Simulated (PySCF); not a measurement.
AlFGeH4O. Atoms are numbered in the order given.

```xyz
8

Al     0.2782     0.6310    -0.8214
F      1.8289     0.6087    -1.4374
Ge    -0.3461    -0.8106     1.0501
H     -0.1186    -2.2954     0.7054
H      0.5037    -0.4972     2.2971
H     -1.8276    -0.6293     1.4252
O     -0.8566     1.6756    -1.5204
H     -0.7069     2.2758    -2.2534
```
Charge 0, spin multiplicity 1.

Coordinates come from a PBE0-D3(BJ)/def2-SVP optimisation. The structure was generated by enumeration; whether it is a known compound was not checked. The values are those of a single conformer.

Method: ωB97X/def2-TZVP (PySCF).

| Property | Result |
|---|---|
| total energy | -2497.13406 hartree |
| highest occupied level | -10.65 eV |
| lowest empty level | 0.92 eV |
| orbital gap | 11.57 eV |
| dipole moment | 0.82 D |
| quadrupole, principal values (traceless, Buckingham form, about the centre of nuclear charge) | -10.59, 4.48, 6.11 D·Å |
| mean static polarisability | 59.3 bohr³ (8.79 Å³) |
| polarisability, principal values | 52.3, 55.4, 70.2 bohr³ |
